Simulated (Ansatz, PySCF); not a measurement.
CH6OSiTe. Atoms are numbered in the order given.

```xyz
10

Te    -0.6509    -0.0783     0.5196
C     -0.6757     2.0322     0.0345
H     -1.6680     2.4227     0.3357
H     -0.5268     2.1740    -1.0510
H      0.1176     2.5347     0.6169
O      1.3213    -0.3247     0.0588
Si     1.7043    -0.7242    -1.5389
H      1.1412    -2.0613    -1.9462
H      3.2056    -0.7730    -1.5950
H      1.2028     0.3154    -2.5117
```

The structure is a stationary point at PBE-D3(BJ)/def2-SVP. This is a generated structure with no PubChem entry under its InChIKey; it may be hypothetical. The def2 effective core potentials stand for the cores of Te; spin–orbit coupling is left out. Other conformers were not sampled.

Vertical ionisation energy (IE) and electron affinity (EA) in eV. Rows of orbital energies are one-electron estimates. Where ΔSCF, EOM or ADC give a negative EA the extra electron is unbound and the value depends on the basis.

| level | IE | EA |
|---|---|---|
| −ε(HOMO), −ε(LUMO), HF/def2-TZVP (PySCF) | 8.57 | -1.36 |
| −ε(HOMO), −ε(LUMO), PBE/def2-TZVP (PySCF) | 5.08 | 2.87 |
| ΔSCF, PBE0/def2-SVPD (Ansatz), final states of multiplicity 2 and 2 | 8.23 | 0.42 |
| ΔSCF, PBE/def2-SVPD (Ansatz), final states of multiplicity 2 and 2 | 8.10 | 0.47 |

Task: What vertical singlet–triplet gap does ΔSCF give with PBE0/def2-SVPD (Ansatz, a quantum-chemistry and plane-wave program) and with PBE/def2-SVPD (Ansatz)? (The exact figures need the calculation; the answer reports its results.)

Result: 1.99 and 1.95 eV (triplet above singlet where positive).
